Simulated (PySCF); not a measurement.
## Mass spectrum arithmetic for `[CH3][GaH][Cl]`

Species: `[CH3][GaH][Cl]`.

Calculated from isotope tables alone.

**Question.** What are the average molar mass and the monoisotopic mass?

**Answer.** For CH4ClGa, with standard atomic weights, 1 × 12.011 + 1 × 69.723 + 1 × 35.450 + 4 × 1.008 = 121.216 g/mol. From the most abundant isotopes (12C, 69Ga, 35Cl, 1H), 1 × 12.000000 + 1 × 68.925574 + 1 × 34.968853 + 4 × 1.007825 = 119.9257 u.

**Question.** Give the isotope pattern of the molecular ion M+•, merging species of the same nominal mass.

**Answer.** 
| nominal mass | m/z (centroid) | relative intensity |
| --- | --- | --- |
| 120 | 119.9252 | 100.0 |
| 121 | 120.9287 | 1.1 |
| 122 | 121.9236 | 98.3 |
| 123 | 122.9271 | 1.1 |
| 124 | 123.9214 | 21.2 |
| 125 | 124.9248 | 0.2 |

Lines under 0.1 % of the tallest are left out. One electron mass, 0.00055 u, is taken off. Abundances used (%; other tables differ somewhat): 12C 98.93, 13C 1.07; 69Ga 60.108, 71Ga 39.892; 35Cl 75.78, 37Cl 24.22; 1H 99.9885, 2H 0.0115.

**Question.** What resolving power m/Δm just matches the spacing of the species with one 37Cl and with one 71Ga?

**Answer.** They lie 0.00208 u apart at mass 121.92, so m/Δm is about 59000.

**Question.** Which singly substituted isotopologues are there?

**Answer.** Intensity in % of the monoisotopic species:

| isotope | mass shift (u) | m/z | intensity (%) |
| --- | --- | --- | --- |
| 13C | +1.00335 | 120.9285 | 1.08 |
| 2H | +1.00628 | 120.9315 | 0.05 |
| 37Cl | +1.99705 | 121.9222 | 31.96 |
| 71Ga | +1.99913 | 121.9243 | 66.37 |

Species under 0.02 % are left out.

**Question.** Count the protons, neutrons and electrons of the monoisotopic species, and give its exact less its nominal mass.

**Answer.** 58 protons, 62 neutrons and 58 electrons; 119.9257 − 120 = -0.0743 u.
